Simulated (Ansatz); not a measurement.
A run for Ansatz (an electronic-structure program): R-CCSD(T)/def2-TZVPPD on CH3O2Sb (a complex), monomers drawn apart or pushed together. Elements past Kr take the def2 small-core potentials; no spin–orbit coupling. Files ending in .json are basis or fitting sets from the Basis Set Exchange. The run froze 12 orbitals, filled d shells among them.

Ansatz 0.2 input:
```yaml
crystal:
  periodic: [false, false, false]
  atoms:
    - {symbol: Sb, position_ang: [0.22394888, 0.32125395, -0.13390027]}
    - {symbol: H, position_ang: [0.59055616, -0.92334056, -1.25541558]}
    - {symbol: H, position_ang: [-1.02003560, -0.62812732, 0.56695652]}
    - {symbol: H, position_ang: [1.37319886, -0.29508383, 0.97941779]}
    - {symbol: O, position_ang: [-0.25161388, -1.68011758, 4.38652193]}
    - {symbol: C, position_ang: [-0.37698935, -0.55268519, 4.15134718]}
    - {symbol: O, position_ang: [-0.50336164, 0.57757042, 3.91964104]}
basis:
  gaussian:
    orbitals: def2-TZVPPD.json
magnetization: {spin_polarized: false}
correlation: {method: ccsd_t, electrons: outside_noble_gas}
scf: {lower_state_search: off}
```

The head of its log:

```
WARN ansatz: RAYON_NUM_THREADS=1 ignored (pool sized by the plan → 1); use --threads N
Functional definition: HF
these checks for a lower state are left out or cut short: stability, starts, cluster_reference, orbital_swaps, neighbouring_geometries, increment
integrals: 1.11 GiB planned
1502 factors; integrals over basis functions are off by at most 9.8e-4 eV
mean field: 0.70 GiB planned
mean field evaluation 1: about -11662.4289 eV, gradient 3.9e1 eV
mean field evaluation 2: about -11662.5650 eV, gradient 3.9e1 eV
mean field evaluation 4: about -11665.4065 eV, gradient 2.8e0 eV
mean field evaluation 8: about -11665.4531 eV, gradient 1.7e-1 eV
mean field -11665.45325134 eV, -428.6974998586 hartree, gradient 1.6e-6 eV, S^2 0.000000; 0 other end points of the search recorded, 0 dependent functions left out
12 core orbitals not correlated
reference -11665.45325134 eV, -428.6974998586 hartree; 12, 12 occupied and 200, 200 virtual orbitals, 1502 factors
```

What total energy does the run end on?

-429.4935 hartree (reference determinant -428.6975, T1 diagnostic 0.017).
